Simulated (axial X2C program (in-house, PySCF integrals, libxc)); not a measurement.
**SeCl⁻: from the spin-free to the two-component result**

Computed with an axial X2C code built on PySCF integrals. Spin-free means the one-electron spin-free X2C Hamiltonian; two-component (2c) means X2C with spin–orbit coupling and atomic mean-field two-electron Coulomb and Gaunt terms, so the difference of the two also holds small scalar two-electron terms. Basis: Se dyall-acv3z [9s10p7d5f1g], Cl dyall-av3z [9s8p3d2f] (cores contracted in-house); Gaussian nuclei, density fitting, unrestricted open shells. Masses: Se 79.917 u, Cl 34.969 u.

Spin-free state: M_S = 0, Λ = 0 (closed shell); fragments Se + Cl-.

| level | Re (Å) | ωe (cm⁻¹) | De (eV) | μ (D) |
| --- | --- | --- | --- | --- |
| r2SCAN0 | 2.240 | 367.8 | 1.557 | -0.25 |

Dipoles are positive if Cl is the positive end and refer to the centre of mass.

Two-component determinant lowest at the distance of the search:

Ω = 0 (closed shell); fragments Se + Cl-.

```csv
level,Re (Å),ωe (cm⁻¹),μ (D)
r2SCAN0,2.243,364.1,-0.28
```

Task: From the two tables, how do the constants change at the r2SCAN0 level (2c against spin-free)?

Result: At the r2SCAN0 level Re increases by 0.003 Å and ωe decreases by 3.7 cm⁻¹.

The state is one determinant whose occupation by symmetry is held fixed; it was picked as the lowest of a PBE0 search that is not exhaustive. The closed shell is kept restricted, so the energy runs too high when the bond is stretched far. Dissociation energies refer to the lowest single-determinant-based atoms at the same level and basis. De is not given where an atomic determinant may have missed its ground term or J level, or where the truncated virtual space spoils (T). The functionals have no current-density term, which raises determinants with orbital currents, atoms included. The highest occupied level of some functionals is positive through self-interaction error; at Hartree–Fock it is bound.
